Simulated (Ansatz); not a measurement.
Total energies of Li₂F₂⁺ (the lowest doublet isomer of a short search) from Ansatz at r2SCAN-D4/def2-TZVP, gas phase (1 Eh = 27.2114 eV = 2625.5 kJ/mol). The reference geometry is relaxed at PBE0-D4/def2-TZVP.

Cartesian coordinates in Å:
```
Li 0.419 -0.584 1.394
Li -0.419 0.585 -1.394
F 0.738 0.621 0.039
F -0.738 -0.621 -0.039
```

| state | geometry | energy (Eh) |
| --- | --- | --- |
| charge 1 doublet | reference | -214.57139 |
| charge 0 singlet | reference | -214.84853 |
| charge 1 quartet | relaxed at PBE0-D4/def2-TZVP | -214.26900 |

(1) Work out the vertical electron affinity, to the singlet.

(2) Which of the charge 1 states is lowest, and how far above it are the others?

(1) E(charge 1 doublet) − E(charge 0 singlet) = -214.57139 − (-214.84853) = 0.27714 Eh = 7.54 eV.

(2) The doublet. quartet: -214.26900 − (-214.57139) = 0.30239 Eh = 793.9 kJ/mol. The quartet differs in its bonds from the reference.

The structure comes from a short search, and lower isomers may exist.
